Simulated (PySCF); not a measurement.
**Solvent effects on NMR parameters**

Numbering as in the mapped SMILES `[O:1]=[CH:2][c:3]1[cH:4][cH:5][c:6]([CH2:7][F:8])[cH:9][cH:10]1`. Hydrogens are named by the atom that carries them.

GIAO PBE0/pcSseg-1 in PySCF on one PBE0-D3(BJ)/def2-SVP conformer, non-relativistic, equivalent nuclei averaged. Solvents enter as an IEF-PCM continuum (dichloromethane with ε = 8.9, acetone with ε = 20.5) around the gas-phase geometry. Shifts are referred to TMS, CFCl3 computed in the same medium.

In dichloromethane, δ in ppm: C2 198.8, C6 154.7, C3 139.5, C4/C10 137.8, C5/C9 129.3, C7 85.6, F8 -259.0, H(C2) 9.89, H(C4)/H(C10) 8.24, H(C5)/H(C9) 7.77, H(C7) 5.87. Dipole moment 3.14 D.

Q: How does each δ change in the more polar medium?

A: 
| atoms | environment | Δδ, acetone |
| --- | --- | --- |
| C2 | aldehyde carbonyl carbon | +0.7 |
| C6 | substituted aromatic carbon | +0.4 |
| C3 | substituted aromatic carbon | 0.0 |
| C4/C10 | aromatic CH | +0.1 |
| C5/C9 | aromatic CH | +0.2 |
| C7 | sp3 CH2 bonded to F, on an aromatic ring | +0.2 |
| F8 | fluorine on an sp3 carbon | -0.2 |
| H(C2) | hydrogen on an aldehyde carbonyl carbon | +0.01 |
| H(C4)/H(C10) | hydrogen on an aromatic CH | +0.02 |
| H(C5)/H(C9) | hydrogen on an aromatic CH | +0.02 |
| H(C7) | hydrogen on an sp3 CH2 bonded to F, on an aromatic ring | +0.03 |

Changes are relative to dichloromethane. The dipole moment becomes 3.23 D in acetone.

Q: Which nuclei move most (in ppm), and what does the model miss?

A: C2 (aldehyde carbonyl carbon, +0.7 ppm) in acetone. A continuum only polarises the solute; specific hydrogen bonds, the anisotropy of aromatic solvents and changes of geometry or conformer are outside it.
